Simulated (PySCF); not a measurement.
A species of formula C5H8ClN has this rotational fingerprint, computed with PBE0/def2-SVPD in PySCF (dipole) on a GFN2-xTB geometry, gas phase:

- Rotational constants: A = 3006, B = 1510, C = 1056 MHz
- Dipole components: |μa| = 0.79 D, |μb| = 1.02 D, |μc| = 0.53 D
- Inertial defect: -24.43 u·Å²
- κ: -0.53

**Question.** Which structure is it? (One computed conformer of each.)
A. `[CH3:1][NH:2][C@H:3]1[CH2:4]/[C:5]1=[CH:6]/[Cl:7]` with C1–N2–C3–C4 -157°
B. `[CH3:1][C@@H:2]([CH2:3][Cl:4])[CH2:5][C:6]#[N:7]` with C1–C2–C3–Cl4 61°, C1–C2–C5–C6 173°
C. `[NH2:1][CH2:2][C@H:3]1[CH2:4][CH:5]=[C:6]1[Cl:7]` with H–N1–C2–C3 -58° and 60°, N1–C2–C3–C4 -171°
D. `[CH3:1][C:2]([CH3:3])([C:4]#[N:5])[CH2:6][Cl:7]` with C1–C2–C6–Cl7 62°

**Answer.** A. It is CN[C@H]1C/C1=C/Cl, an asymmetric top, point group C1. The candidates at the same level (rigid rotor, commonest isotopes):

```csv
SMILES,A (MHz),B (MHz),C (MHz),μa (D),μb (D),μc (D),Δ (u·Å²),point group,rotor
CN[C@H]1C/C1=C/Cl,3006,1510,1056,0.79,1.02,0.53,-24.43,C1,asymmetric top
NC[C@H]1CC=C1Cl,2517,2093,1211,0.41,1.74,0.81,-25.09,C1,asymmetric top
CC(C)(C#N)CCl,3986,1288,1242,1.87,1.33,0.00,-111.97,Cs,near-prolate asymmetric top
C[C@@H](CCl)CC#N,2890,1502,1145,2.07,3.40,0.05,-69.81,C1,asymmetric top
```

`NC[C@H]1CC=C1Cl` has B 39 % too high; `C[C@@H](CCl)CC#N` has C 8 % too high; `CC(C)(C#N)CCl` has A 33 % too high. No structure here is proved a minimum.
